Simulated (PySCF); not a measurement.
Al(H)(OEt)(NH2) (C2H8AlNO), SMILES [NH2][AlH][O]CC. The structure is a stationary point at PBE-D3(BJ)/def2-SVP. The structure was generated by enumeration; whether it is a known compound was not checked. Other conformers were not sampled.

Q: Give the equilibrium geometry at PBE-D3(BJ)/def2-SVP (PySCF confirms it by a frequency run) as a Z-matrix. (An estimate is asked for; the answer gives what the named calculation found.)

A: This is not unique; one that fits is 
```
O
C 1 1.4048
H 2 1.1148 1 108.43
H 2 1.1183 3 106.00 1 119.29
C 2 1.5270 3 109.29 4 117.67
H 5 1.1092 2 110.47 3 62.74
H 5 1.1096 6 108.20 2 122.05
H 5 1.1108 6 107.80 7 116.49
Al 1 1.7186 2 136.54 3 176.00
N 9 1.7841 1 121.43 2 -6.17
H 10 1.0223 9 126.12 1 -1.64
H 10 1.0227 11 109.73 9 178.12
H 9 1.5844 1 117.51 2 173.96
```
Charge 0, spin multiplicity 1.
